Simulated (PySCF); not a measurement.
## Sb³⁺ (antimony, charge +3) across methods

[Kr] 4d10 5s2, closed-shell 1S. Calculation: PySCF 2.14, in dyall-av2z; no relativity, point nucleus.

```json
{"method": "PBE0", "E (hartree)": "-6313.77", "mean ε 4p (eV)": "-134.35", "mean ε 4d (eV)": "-67.320", "mean ε 5s (eV)": "-38.416", "Σ⟨r²⟩ (bohr²)": "30.76", "⟨S²⟩": "0.000"}
{"method": "TPSSh", "E (hartree)": "-6313.87", "mean ε 4p (eV)": "-131.51", "mean ε 4d (eV)": "-65.594", "mean ε 5s (eV)": "-37.682", "Σ⟨r²⟩ (bohr²)": "30.76", "⟨S²⟩": "0.000"}
{"method": "UHF", "E (hartree)": "-6311.69279", "mean ε 4p (eV)": "-150.13", "mean ε 4d (eV)": "-75.088", "mean ε 5s (eV)": "-40.339", "Σ⟨r²⟩ (bohr²)": "31.08", "⟨S²⟩": "0.000"}
{"method": "r2SCAN0", "E (hartree)": "-6314.18", "mean ε 4p (eV)": "-136.26", "mean ε 4d (eV)": "-67.958", "mean ε 5s (eV)": "-38.559", "Σ⟨r²⟩ (bohr²)": "30.78", "⟨S²⟩": "0.000"}
{"method": "r2SCAN", "E (hartree)": "-6314.14", "mean ε 4p (eV)": "-131.38", "mean ε 4d (eV)": "-65.190", "mean ε 5s (eV)": "-37.571", "Σ⟨r²⟩ (bohr²)": "30.76", "⟨S²⟩": "0.000"}
{"method": "B3LYP", "E (hartree)": "-6314.19", "mean ε 4p (eV)": "-133.11", "mean ε 4d (eV)": "-66.680", "mean ε 5s (eV)": "-38.478", "Σ⟨r²⟩ (bohr²)": "30.81", "⟨S²⟩": "0.000"}
{"method": "PBE", "E (hartree)": "-6313.60", "mean ε 4p (eV)": "-128.60", "mean ε 4d (eV)": "-64.278", "mean ε 5s (eV)": "-37.461", "Σ⟨r²⟩ (bohr²)": "30.75", "⟨S²⟩": "0.000"}
```

(1) Estimate the same row for LDA.

A non-relativistic calculation at this Z misses sizeable relativistic shifts.

Results:

(1) E (hartree) = -6308.55; mean ε 4p (eV) = -128.55; mean ε 4d (eV) = -64.459; mean ε 5s (eV) = -37.935; Σ⟨r²⟩ (bohr²) = 30.70; ⟨S²⟩ = 0.000.
